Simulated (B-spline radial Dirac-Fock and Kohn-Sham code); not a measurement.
Level of theory: Dirac-Fock ΔSCF + Breit + QED; a radial finite-basis atomic code. No correlation.

**Question.** Identify the element and charge state from the binding energies below (tabulated ground configuration; the least bound level is included).

| level | binding energy (eV) |
| --- | --- |
| 1s | 10385.6 |
| 2p1/2 | 1161.7 |
| 3s | 180.5 |
| 3p1/2 | 127.3 |
| 3p3/2 | 123.7 |
| 3d3/2 | 34.72 |
| 4s | 18.75 |

**Answer.** Ga⁺: Z = 31 with 30 electrons, [Ar] 3d10 4s2. The hydrogen-like estimate √(E/Ry) = 27.6 for the K level lies 3.4 below Z; the outermost level, at 18.75 eV, fixes the charge.

**Question.** Identify the element and charge state from the binding energies below (tabulated ground configuration; the least bound level is included).

| level | binding energy (eV) |
| --- | --- |
| 1s | 93394.0 |
| 2s | 21059.2 |
| 2p1/2 | 20443.3 |
| 3s | 8323.0 |
| 3p | 7697.4 |

**Answer.** Pb⁶⁵⁺: Z = 82 with 17 electrons, [Ne] 3s2 3p5. The hydrogen-like estimate √(E/Ry) = 82.9 for the K level lies 0.9 above Z (screening lowers it, relativity raises it); the outermost level, at 7697.4 eV, fixes the charge.

Values without a named source are computed, but for edge energies of neutral atoms, which are taken from tables.
